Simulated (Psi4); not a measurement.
C₂H₇O, charge +1, singlet, geometry from GFN2-xTB. Base run: R2SCAN/6-31G (Psi4).

Here is a job for Psi4.
```
memory 2 GB

molecule mol {
1 1
C    -0.002231    1.216252   -0.237157
O     0.062536   -0.002934    0.545532
C     0.018553   -1.212997   -0.252606
H     0.037133    2.060339    0.449885
H     0.874227    1.243769   -0.883843
H    -0.908753    1.263320   -0.841643
H     0.072429   -2.064957    0.423650
H    -0.887096   -1.267878   -0.857741
H     0.895283   -1.217288   -0.899494
H    -0.681439   -0.013357    1.183507
}

set {
  basis 6-31g
  reference rks
}

energy('r2scan')
print_variables()
```

Variants of this job, named by their change:

| change | E (Eh) |
|---|---|
| base | -155.18624 |
| functional = pbe | -155.08464 |
| functional = tpssh | (withheld) |
| functional = cam-b3lyp | -155.20533 |
| functional = blyp | -155.21697 |
| functional = revpbe | -155.23563 |
| functional = x3lyp | -155.21298 |
| functional = wb97x | -155.24111 |
| functional = b2plyp | (withheld) |
| functional = pbe0-dh | -155.05805 |
| functional = mn15 | (withheld) |
| functional = m06 | -155.18413 |
| functional = m06-l | (withheld) |

### Question
Complete the blanks.

### Answer

- functional = tpssh, E (Eh): -155.29513
- functional = b2plyp, E (Eh): -155.05556
- functional = mn15, E (Eh): -155.09450
- functional = m06-l, E (Eh): -155.25984

Totals shift with the method and basis; they matter in differences.
